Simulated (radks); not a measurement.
Question: Coherent X-ray form factor from a spherical all-electron density. All-electron calculation, scalar-relativistic Kohn-Sham, LDA (Slater exchange, Perdew-Wang correlation), spin-polarised, spherical densities, point nucleus. Program: a radial shooting solver on a logarithmic mesh with Libxc functionals.

| sin(theta)/lambda (1/angstrom) | f0 (electrons) |
|---|---|
| 0.05 | 78.912 |
| 0.1 | 76.037 |
| 0.15 | 72.184 |
| 0.2 | 68.032 |
| 0.25 | 63.956 |
| 0.3 | 60.114 |
| 0.4 | 53.296 |
| 0.5 | 47.590 |
| 0.6 | 42.800 |
| 0.8 | 35.111 |
| 1 | 29.056 |
| 1.25 | 23.260 |
| 1.5 | 19.258 |
| 2 | 14.879 |

The species is in the configuration that NIST lists as its ground one. Which atom or ion scatters so?

Answer: Neutral mercury, [Hg]. Extrapolating in s^2 from the first two rows gives f0(0) = 79.9, near the electron count 80; among species with that count, the fall with angle is slower the higher Z, and the table is that of Z = 80; from so few rows the species is fixed only to a neighbour or two.
